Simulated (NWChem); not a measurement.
# Correlation energy of H$_{6}$B$_{2}$

```
B
H 1 1.2014
H 1 1.2014 2 121.73
H 1 1.3290 2 109.00 3 -128.14
B 4 1.3290 1 83.91 2 -112.52
H 5 1.2014 4 109.00 1 112.52
H 5 1.2014 6 121.73 4 -128.14
H 1 1.3290 2 109.00 4 -103.72
```
Charge 0, spin multiplicity 1.

Everything below was run with NWChem. The geometry was optimised at B3LYP/def2-SVP, a minimum by its harmonic frequencies.

Basis set: 6-31G*. Each correlation energy counts from its own Hartree-Fock reference.

| method | correlation energy (mHa) | difference from CCSD(T) |
|---|---|---|
| CR-CCSD[T] | -220.2 | +0.6 |
| CR-CCSD(T) | -219.9 | +0.8 |
| MP2 | -179.8 | +40.9 |
| SCS-MP2 | -189.1 | +31.7 |
| CCSD(T) | -220.8 | 0.0 |
| CCSD | -215.2 | +5.6 |
| CCSD+T(CCSD) | -221.1 | -0.3 |

The values span 41.3 mHa, from CCSD+T(CCSD) (lowest) to MP2 (highest). 

The correlated methods keep 2 core orbitals frozen. The Pople sets run with spherical d functions. The structure started from a generated list of species. No row is a measurement; the coupled-cluster row has its own basis-set and correlation limits.
